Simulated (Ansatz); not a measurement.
Species: C$_{7}$H$_{12}$, charge 0, multiplicity 1. 
Structure (B3LYP-D3(BJ)/def2-TZVP (Ansatz, a quantum-chemistry and plane-wave program) minimum search):
```xyz
19

C      2.2683     0.0092     0.6804
C      1.1171     0.0000     0.0154
C      0.3962    -1.2690    -0.3521
C     -1.0451    -1.2603     0.1800
C     -1.7941    -0.0034    -0.2643
C     -1.0446     1.2654     0.1440
C      0.3967     1.2583    -0.3881
H      2.7603     0.9366     0.9483
H      2.7599    -0.9104     0.9746
H      0.9406    -2.1386     0.0196
H      0.3609    -1.3532    -1.4457
H     -1.0190    -1.2984     1.2737
H     -1.5711    -2.1569    -0.1569
H     -1.9089    -0.0189    -1.3542
H     -2.8029     0.0028     0.1558
H     -1.0185     1.3346     1.2362
H     -1.5702     2.1522    -0.2182
H      0.3615     1.3113    -1.4836
H      0.9415     2.1379    -0.0413
```
Charge 0, spin multiplicity 1.

Basis-set convergence of Hartree-Fock and CCSD(T) correlation energies (hartree) with Ansatz. Correlated levels leave the core frozen unless marked. No spin-orbit coupling. Non-relativistic.

```
basis        functions       E(HF)  E(corr, CCSD(T))
-----------  ---------  ----------  ----------------
aug-cc-pVDZ        269  -272.08523          -1.12930
aug-cc-pVTZ        598  (withheld)        (withheld)
```

**Question.** Fill in the missing entries.

**Answer.** 
- aug-cc-pVTZ, E(HF): -272.14843
- aug-cc-pVTZ, E(corr, CCSD(T)): -1.31919
